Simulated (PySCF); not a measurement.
C₂H₅Ga, SMILES C=[CH][GaH2]. The structure is a stationary point at TPSSh-D3(BJ)/def2-SVP.

Computed equilibrium geometry at TPSSh-D3(BJ)/def2-SVP (PySCF confirms it by a frequency run) as Cartesian coordinates in Å, and its point group:
point group Cs.
```xyz
8

Ga    -0.0393     0.7444     0.0000
H     -1.5932     0.9856     0.0000
H      0.9712     1.9463     0.0000
C      0.5725    -1.1145     0.0000
C     -0.3079    -2.1339     0.0000
H      1.6415    -1.3676     0.0000
H      0.0036    -3.1867     0.0000
H     -1.3913    -1.9622     0.0000
```
